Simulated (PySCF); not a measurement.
Constitutional and geometric isomers with formula C2H4B2. Isolated molecules, 0 K electronic values unless said otherwise. One relaxed conformer stands for each flexible species; it need not be the lowest. Strings in code marks are SMILES.

Quantity: electronic energy of isomers of C2H4B2 relative to `B=C=BC`, in kcal/mol.

Level 1: B3LYP/3-21G // CAM-B3LYP-D3(BJ)/def2-TZVP (PySCF)
Level 2: PBE/6-31G* // CAM-B3LYP-D3(BJ)/def2-TZVP (PySCF)
Level 3: HF/6-31G* // CAM-B3LYP-D3(BJ)/def2-TZVP (PySCF)
Level 4: HF/STO-3G // CAM-B3LYP-D3(BJ)/def2-TZVP (PySCF)

```tsv
species	level 2	level 3	level 4
`BC#CB`	10.6	-2.62	-15.2
`[H]/B=C/C=B/[H]`	56.2	52.6	58.8
`CC1=BB1`	28.9	39.3	34.8
`CB1B=C1`	23.3	32.7	30.1
`BB1C=C1`	16.0	7.48	-9.05
```

Q: What does level 1 give for each, and how far do the other levels lie from it on average?

A: 
- `BC#CB`: 13.0
- `[H]/B=C/C=B/[H]`: 60.2
- `CC1=BB1`: 46.8
- `CB1B=C1`: 37.5
- `BB1C=C1`: 28.3
Mean absolute difference from level 1, which has limits of its own, over these rows (drawn at random from the members that have all these levels): level 2 10.2 kcal/mol, level 3 11.3 kcal/mol, level 4 17.3 kcal/mol.
